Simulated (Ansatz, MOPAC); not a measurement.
System: GeH3, charge 0, multiplicity 2. SMILES: [GeH3]

Atoms: Ge1, H2, H3, H4. Bonds: Ge1-H2, Ge1-H3, Ge1-H4.

Bond lengths (Å) and angles (degrees) optimised at PM3 with MOPAC; MNDO with MOPAC; HF/6-31G* with LANL2DZ past Ar with Ansatz (a quantum-chemistry and plane-wave program); MP2/6-31G* with LANL2DZ past Ar with Ansatz, each started from the B3LYP-D3(BJ)/def2-TZVP structure (Ansatz) of the last column. A row stands for all coordinates that are equal there. 6-31G* holds six Cartesian d functions. No wavenumbers were computed at MNDO, MP2/6-31G* with LANL2DZ past Ar, so these may be saddle points.

```csv
coordinate,PM3,MNDO,HF/6-31G* with LANL2DZ past Ar,MP2/6-31G* with LANL2DZ past Ar,B3LYP-D3(BJ)/def2-TZVP
Ge1-H2,1.478,1.482,1.537,1.550,1.543
H2-Ge1-H3,119.7,110.1,111.0,110.9,110.7
```

Mean signed difference of all 3 bond lengths from B3LYP-D3(BJ)/def2-TZVP: PM3 -0.065 Å, MNDO -0.061 Å, HF/6-31G* with LANL2DZ past Ar -0.006 Å, MP2/6-31G* with LANL2DZ past Ar 0.007 Å.
